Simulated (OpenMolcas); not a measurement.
OpenMolcas run: Br

Input:

```
&GATEWAY
Coord
1

Br 0.0 0.0 0.0
Basis=ANO-RCC-VDZP
Group=XYZ
NoMove
AngMom=0.0 0.0 0.0
AMFI
&SEWARD
&RASSCF
FileOrb=start.orb
Symmetry=2
Spin=2
nActEl=7 0 0
Inactive=8 6
Ras2=1 3
CIRoot=3 3 1
SDav=3
CIMx=300
Iter=120 100
PrWF=0.3
OrbListing=Nothing
MaxOrb=0
Atom
>>> COPY $Project.JobIph JOB001
&RASSI
NrOfJobIphs=1 3
1 2 3
IphNames
JOB001
EJob
SpinOrbit
DIPRint=1.0
SOCoupling=1000.0
Subsets=2
MEES
Property=10
'ANGMOM' 1 'ANGMOM' 2 'ANGMOM' 3 'MLTPL  1' 1 'MLTPL  1' 2 'MLTPL  1' 3
'AMFI' 1 'AMFI' 2 'AMFI' 3 'MLTPL  2' 6
SOProperty=3
'ANGMOM' 1 'ANGMOM' 2 'ANGMOM' 3
```

A driver script runs the steps one by one and writes start.orb anew before each from the orbitals found so far.

Output, cut to the results:

```
--- SEWARD ---
Basis set label: BR.ANO-RCC...5S4P2D.

      Electronic valence basis set:
      ------------------
      Associated Effective Charge  35.000000 au
      Associated Actual Charge     35.000000 au
      Nuclear Model: Point charge

      Shell  nPrim  nBasis  Cartesian Spherical Contaminant
         s      20       5        X
         p      17       4        X
         d      11       2                 X
                  Relativistic Douglas-Kroll-Hess integrals:
                    - DKH order of Hamiltonian: 2
                    - DKH order of Properties : 0
                  Atomic mean-field integrals
--- RASSCF ---
Wave function specifications:
      -----------------------------

      Number of closed shell electrons          28
      Number of electrons in active shells       7
      Max number of holes in RAS1 space          0
      Max nr of electrons in RAS3 space          0
      Number of inactive orbitals               14
      Number of active orbitals                  4
      Number of secondary orbitals               9
      Spin quantum number                      0.5
      State symmetry                             2
Orbital specifications:
      -----------------------

      Symmetry species                           1   2
                                                ag  au
      Frozen orbitals                            0   0
      Inactive orbitals                          8   6
      Active orbitals                            1   3
      RAS1 orbitals                              0   0
      RAS2 orbitals                              1   3
      RAS3 orbitals                              0   0
      Secondary orbitals                         6   3
      Deleted orbitals                           0   0
      Number of basis functions                 15  12
      Number of CSFs                             3
      Number of root(s) required                 3
      Iter CI   SX   CI       RASSCF       Energy    max ROT     max BLB   max BLB  Level Ln srch  Step   QN
          iter iter root      energy       change     param      element    value   shift minimum  type update
 Nr of preliminary CI iterations:   1
 ###############################################################################
 ###############################################################################
 ###                                                                         ###
 ###                                                                         ###
 ###    WARNING: Problems in orbital optimization.                           ###
 ###                                                                         ###
 ###                                                                         ###
 ###############################################################################
 ###############################################################################
  Warning: In symmetry  1, orbital p=   9 has diagonal density matrix element D(p,p) close to two. (2 - D(p,p))=  4.440892E-16
      Total energies have been shifted. Add                -2000.00 au
        ...
 ###############################################################################
 ###############################################################################
  Warning: In symmetry  1, orbital p=   9 has diagonal density matrix element D(p,p) close to two. (2 - D(p,p))=  0.000000E+00
        4   1    2    0  -604.29994714    1.36E-12  -6.14E-08    2  10 1 -1.08E-06   0.50   0.00    SX    NO
      Convergence after  4 iterations
        5   1    2    0  -604.29994714    1.82E-12  -6.14E-08    9  10 1  5.01E-07   0.50   0.00    SX    NO
      Natural orbitals and occupation numbers for root  1
      sym 1:   2.000000
      sym 2:   2.000000   2.000000   1.000000
      Natural orbitals and occupation numbers for root  2
      sym 1:   2.000000
      sym 2:   2.000000   1.000000   2.000000
      Natural orbitals and occupation numbers for root  3
      sym 1:   2.000000
      sym 2:   1.000000   2.000000   2.000000
::    RASSCF root number  1 Total energy:  -2604.29994714
::    RASSCF root number  2 Total energy:  -2604.29994714
::    RASSCF root number  3 Total energy:  -2604.29994714

--- RASSI ---
SPIN-FREE ENERGIES:
  (Shifted by EMIN (a.u.) =      -2604.2999471415)

 SF State       Relative EMIN(au)   Rel lowest level(eV)    D:o, cm**(-1)      L_eff

     1             0.0000000000        0.0000000000              0.0000         1.0
     2             0.0000000000        0.0000000000              0.0000         1.0
     3             0.0000000000        0.0000000000              0.0000         1.0
     Dipole printing threshold changed to   1.00000000E+00
Eigenvalues of complex Hamiltonian:
   -----------------------------------
  (Shifted by EMIN (a.u.) =      -2604.2999471415)

 SO State       Relative EMIN(au)   Rel lowest level(eV)    D:o, cm**(-1)     J-value

     1            -0.0051907134        0.0000000000              0.0000         1.0
     2            -0.0051907134        0.0000000000              0.0000         1.3
     3            -0.0051907134        0.0000000000              0.0000         1.0
     4            -0.0051907134        0.0000000000              0.0000         1.3
     5             0.0103814268        0.4237395199           3417.6897         0.4
     6             0.0103814268        0.4237395199           3417.6897         0.4
Weights of the five most important spin-orbit-free states for each spin-orbit state.

 SO State  Total energy (au)           Spin-free states, spin, and weights
 -------------------------------------------------------------------------------------------------------
    1        -0.005191       3 0.5  0.6667    2 0.5  0.1667    1 0.5  0.1667
    2        -0.005191       2 0.5  0.5000    1 0.5  0.5000    3 0.5  0.0000
    3        -0.005191       3 0.5  0.6667    2 0.5  0.1667    1 0.5  0.1667
    4        -0.005191       2 0.5  0.5000    1 0.5  0.5000    3 0.5  0.0000
    5         0.010381       2 0.5  0.3333    1 0.5  0.3333    3 0.5  0.3333
    6         0.010381       2 0.5  0.3333    1 0.5  0.3333    3 0.5  0.3333
...
```

The J values that RASSI prints are effective ones from its own formula and need not be integers or half-integers; the table below assigns J from the states.

Levels above the lowest, from the spin-orbit matrix, grouped by J:

```csv
Configuration,Term,J,E (eV),Measured (eV),Term weight %
4s2 4p5,2P*,3/2,0.0000,0.0000,100
4s2 4p5,2P*,1/2,0.4237,0.4569,100
```

Against the measured value (NIST Handbook of Basic Atomic Spectroscopic Data): 4s2 4p5 2P* 1/2: computed 0.4237, measured 0.4569 eV (-7.3 %).

Without dynamic correlation excited terms often stand tens of per cent too high (terms of higher spin than the ground term too low), and those without a measured partner can miss by more than the paired ones. Measured partners are found by configuration, term and J. A level has none where our copy of the source lacks it or the pairing is in doubt (some pairs that miss far off the trend of their configuration count as doubtful), and it then counts in no deviation. Levels of configurations outside the active space are missing. The first state left out of the spin-orbit step lies near 500000 cm-1 above the lowest spin-free state of the reference (among the parities and spins computed), and the list stops at four fifths of that energy or lower.

The term weight is that of the spin-free term in the level, not the purity of its configuration. * marks odd parity.
